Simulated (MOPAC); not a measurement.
Input file for MOPAC: PM6 on CH4GeO (SMILES C[O][GeH]), a point of a bond scan (R = 1.202 Å).

```
PM6 1SCF PRECISE CHARGE=0 THREADS=1
CH4GeO

Ge    -0.30918050 1    -0.44039023 1     0.61326825 1
H     -1.33900548 1    -0.76161549 1    -0.60195871 1
O      0.73619976 1     0.65343866 1    -0.33645061 1
C      0.60186979 1     1.03364415 1    -1.69533265 1
H      0.48948641 1     2.22867950 1    -1.76274146 1
H      1.50211160 1     0.74097812 1    -2.24155643 1
H     -0.26984991 1     0.56371050 1    -2.16085477 1
```

The log:

```
*******************************************************************************
 **                                                                           **
 **                              MOPAC v23.2.5                                **
 **                                                                           **
 *******************************************************************************
 ** MOPAC's Digital Object Identifier: https://doi.org/10.5281/zenodo.6511958 **
 **                                                                           **
 ** Please cite the open-source release paper for use of this MOPAC version:  **
 ** J. E. Moussa and J. J. P. Stewart (2026)                                  **
 ** MOPAC: An open-source semiempirical molecular orbital program             **
 ** J. Open Source Softw., 11(119), 8025, https://doi.org/10.21105/joss.08025 **
 *******************************************************************************

                              PM6 CALCULATION RESULTS

 *******************************************************************************
 *  PM6        - The PM6 Hamiltonian to be used
 *
 *
 *
 *                 CHARGE ON SYSTEM = 0
 *
 *
 *
 *  PRECISE    - TIGHTER CRITERIA TO BE USED
 *  1SCF       - DO 1 SCF AND THEN STOP
 *  THREADS=1  - MULTI-THREADING NOT USED
 *  T=         - A TIME OF 172800.0 SECONDS REQUESTED
 *  DUMP=N     - RESTART FILE WRITTEN EVERY 7200.0 SECONDS REQUESTED
 *******************************************************************************
PM6 1SCF PRECISE CHARGE=0 THREADS=1
 CH4GeO

   ATOM   CHEMICAL          X               Y               Z
  NUMBER   SYMBOL      (ANGSTROMS)     (ANGSTROMS)     (ANGSTROMS)

     1      Ge         -0.30918050  *  -0.44039023  *   0.61326825  *
     2       H         -1.33900548  *  -0.76161549  *  -0.60195871  *
     3       O          0.73619976  *   0.65343866  *  -0.33645061  *
     4       C          0.60186979  *   1.03364415  *  -1.69533265  *
     5       H          0.48948641  *   2.22867950  *  -1.76274146  *
     6       H          1.50211160  *   0.74097812  *  -2.24155643  *
     7       H         -0.26984991  *   0.56371050  *  -2.16085477  *



          CARTESIAN COORDINATES

    NO.       ATOM           X           Y           Z

     1        Ge         -0.3092     -0.4404      0.6133
     2         H         -1.3390     -0.7616     -0.6020
     3         O          0.7362      0.6534     -0.3365
     4         C          0.6019      1.0336     -1.6953
     5         H          0.4895      2.2287     -1.7627
     6         H          1.5021      0.7410     -2.2416
     7         H         -0.2698      0.5637     -2.1609

 General Reference for PM6:
 "Optimization of Parameters for Semiempirical Methods V: Modification of NDDO Approximations
 and Application to 70 Elements", J. J. P. Stewart, J. Mol. Mod., 13, 1173-1213 (2007)
 URL: https://link.springer.com/article/10.1007/s00894-007-0233-4

           Empirical Formula: C H4 O Ge  =     7 atoms



      MOLECULAR POINT GROUP   :   Cs


      RHF CALCULATION, NO. OF DOUBLY OCCUPIED LEVELS = 9


 -------------------------------------------------------------------------------
 PM6 1SCF PRECISE CHARGE=0 THREADS=1
 CH4GeO



     1SCF WAS SPECIFIED, SO BFGS WAS NOT USED
     SCF FIELD WAS ACHIEVED


                              PM6 CALCULATION
                                                       MOPAC v23.2.5 Linux




          FINAL HEAT OF FORMATION =         -6.43604 KCAL/MOL =     -26.92840 KJ/MOL


          COSMO AREA              =        108.29 SQUARE ANGSTROMS
          COSMO VOLUME            =         95.24 CUBIC ANGSTROMS

          IONIZATION POTENTIAL    =          8.464859 EV
          HOMO LUMO ENERGIES (EV) =         -8.465 -0.873
          NO. OF FILLED LEVELS    =          9
          MOLECULAR WEIGHT        =        104.6320         POINT GROUP:  Cs

          MOLECULAR DIMENSIONS (Angstroms)

            Atom       Atom       Distance
            H     5    H     2     3.69224
           Ge     1    H     7     2.40813
            H     2    H     6     1.74563


          SCF CALCULATIONS        =          1





   ATOM   CHEMICAL          X               Y               Z
  NUMBER   SYMBOL      (ANGSTROMS)     (ANGSTROMS)     (ANGSTROMS)

     1      Ge         -0.30918050  *  -0.44039023  *   0.61326825  *
     2       H         -1.33900548  *  -0.76161549  *  -0.60195871  *
     3       O          0.73619976  *   0.65343866  *  -0.33645061  *
     4       C          0.60186979  *   1.03364415  *  -1.69533265  *
     5       H          0.48948641  *   2.22867950  *  -1.76274146  *
     6       H          1.50211160  *   0.74097812  *  -2.24155643  *
     7       H         -0.26984991  *   0.56371050  *  -2.16085477  *

                             CARTESIAN COORDINATES

   1   Ge       -0.309180500    -0.440390230     0.613268250
   2    H       -1.339005480    -0.761615490    -0.601958710
   3    O        0.736199760     0.653438660    -0.336450610
   4    C        0.601869790     1.033644150    -1.695332650
   5    H        0.489486410     2.228679500    -1.762741460
   6    H        1.502111600     0.740978120    -2.241556430
   7    H       -0.269849910     0.563710500    -2.160854770


           Empirical Formula: C H4 O Ge  =     7 atoms



      MOLECULAR POINT GROUP   :   Cs


                  EIGENVALUES
 -28.23196 -23.68387 -17.84344 -15.30545 -14.96247 -13.60192 -10.66533 -10.51732
  -8.46486  -0.87310   0.98073   3.16634   4.01853   4.98256   5.57614   5.95444


              NET ATOMIC CHARGES AND DIPOLE CONTRIBUTIONS

  ATOM NO.   TYPE          CHARGE      No. of ELECS.   s-Pop       p-Pop
    1         Ge           0.437717        3.5623     1.75215     1.81014
    2          H          -0.079892        1.0799     1.07989
    3          O          -0.582486        6.5825     1.76929     4.81320
    4          C          -0.154249        4.1542     1.10186     3.05238
    5          H           0.139438        0.8606     0.86056
    6          H           0.129296        0.8707     0.87070
    7          H           0.110177        0.8898     0.88982
 DIPOLE           X         Y         Z       TOTAL
 POINT-CHG.    -1.524    -0.976     0.002     1.810
 HYBRID        -0.249     0.502    -2.052     2.127
 SUM           -1.773    -0.475    -2.051     2.752


          ATOMIC ORBITAL ELECTRON POPULATIONS

     Atom    s        px        py        pz
    1 Ge   1.75215   0.52361   0.31749   0.96904
    2  H   1.07989
    3  O   1.76929   1.76211   1.71052   1.34057
    4  C   1.10186   1.12414   1.10684   0.82141
    5  H   0.86056
    6  H   0.87070
    7  H   0.88982

 **********************
 *                    *
 * JOB ENDED NORMALLY *
 *                    *
 **********************




 == MOPAC DONE ==
```

The run finished.

Cost: about 0.05 core-seconds (a rough figure).
